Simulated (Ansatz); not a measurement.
Geometry optimisation, RHF/def2-SVP in Ansatz.

Input file:

```yaml
crystal:
  periodic: [false, false, false]
  atoms:
    - { symbol: B, position_ang: [-0.8045, -1.2563, -0.4008] }
    - { symbol: "N", position_ang: [0.3388, -0.3239, -0.7358] }
    - { symbol: Si, position_ang: [1.1252, 0.0716, 0.7763] }
    - { symbol: O, position_ang: [0.7864, 1.7251, 0.7802] }
    - { symbol: Al, position_ang: [-0.2669, 1.5051, -0.8067] }
    - { symbol: F, position_ang: [-1.8293, 2.2347, -1.3462] }
    - { symbol: H, position_ang: [-0.6385, -2.2828, 0.0498] }
    - { symbol: H, position_ang: [-1.8378, -1.0397, -0.9924] }
    - { symbol: H, position_ang: [0.5925, -0.6103, 1.9985] }
    - { symbol: H, position_ang: [1.1826, -0.67669, -1.23091] }
basis:
  gaussian: { orbitals: def2-SVP }
hamiltonian:
  xc: hf
relax:
  f_tol: 0.02
  max_steps: 50
```

Command:

```bash
$ ansatz run input.yaml --threads 2 --pin off --max-ram 3072MiB --backend cpu --events-out ev --progress --plain --runs-dir out
```

Task: Where does it end, and by what steps?

Result: It converged. After 37 steps the energy has fallen by 5.263 eV; H9 moved furthest, 2.61 Å. Parted: N2–Si3 (1.75 → 4.54 Å), Si3–Al5 (2.55 → 3.32 Å).

```
step  energy less start (eV)  largest force component (eV/Å)  accepted
   0                  0.0000                           5.819       yes
   2                 -3.2804                           1.967       yes
   4                 -3.9008                           0.806       yes
   6                 -4.2628                           0.424       yes
   8                 -4.5690                           0.379       yes
  10                 -4.7933                           0.342       yes
  12                 -4.9520                           0.413       yes
  14                 -5.0342                           0.357       yes
  16                 -5.0722                           0.389       yes
  18                 -5.1130                           0.434       yes
  20                 -5.1461                           0.401       yes
  22                 -5.1211                           1.211        no
  24                 -5.2093                           0.122       yes
  26                 -5.2284                           0.545       yes
  28                 -5.2541                           0.082       yes
  30                 -5.2575                           0.107       yes
  32                 -5.2609                           0.119       yes
  34                 -5.2631                           0.027       yes
  36                 -5.2633                           0.022       yes
  37                 -5.2634                           0.013       yes
```

```xyz
10
Properties=species:S:1:pos:R:3
B -1.117 -1.568 -1.717
N -0.182 -0.930 -0.875
Si 1.998 2.015 1.813
O 0.849 1.270 0.902
Al -0.370 0.648 -0.069
F -1.742 1.529 -0.271
H -0.867 -2.640 -2.203
H -2.170 -1.033 -1.946
H 1.579 1.495 3.189
H 0.671 -1.439 -0.732
```

Time of the run: 41 s on 2 threads of AMD EPYC 9R45 96-Core Processor (Zen 5), with other jobs on the host, peak memory 0.27 GiB.
